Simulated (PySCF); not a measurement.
CaCl₂, triplet, at a GFN2-xTB geometry (such geometries of metal compounds can be far from the true shape) (a higher spin typed on purpose: for a closed-shell molecule this is an excited state), with bond 3-1 at 1.6 times its length. Base run: BLYP/def2-SV(P) in PySCF.

Here is a job for PySCF.
```python
from pyscf import gto, scf, dft

mol = gto.M(
    atom='''
Ca    0.430953   -1.370442   -0.060155
Cl    0.643528    1.127626   -0.862254
Cl   -2.099423    1.597720    1.528932
''',
    basis='def2-sv(p)',
    charge=0,
    spin=2,
    verbose=4,
)

mf = dft.UKS(mol)
mf.xc = 'blyp'
mf.kernel()
```

Each row names what was changed in the base input (with any setting that the change needs).

| change | ΔE vs base (mEh) | SCF cycles | <S^2> | outcome |
|---|---|---|---|---|
| base | 0.000 | 14 | 2.001 | converged |
| level_shift = 0.5 (with mf.max_cycle = 100) | - | 100 | - | not converged |
| conv_tol = 1e-12 | 0.000 | 18 | 2.001 | converged |
| solver = newton | 0.000 | - | 2.001 | converged |
| conv_tol_grad = 1e-3 | 0.000 | 12 | 2.001 | converged |
| diis = off (with mf.max_cycle = 100) | - | 100 | - | not converged |
| diis_space = 12 | 0.000 | 14 | 2.001 | converged |
| diis_space = 2 | - | 50 | - | not converged |
| diis_space = 4 | 0.000 | 15 | 2.001 | converged |
| DIIS = ADIIS | - | 27 | - | not converged |
| conv_tol = 1e-11 | 0.000 | 15 | 2.001 | converged |
| init_guess = huckel | 0.000 | 27 | 2.001 | converged |
| level_shift = 0.1 (with mf.max_cycle = 100) | 0.000 | 50 | 2.001 | converged |

Open shells are given as the SCF converged; they aren't shown to be the lowest states, and a large step between rows can be another state.
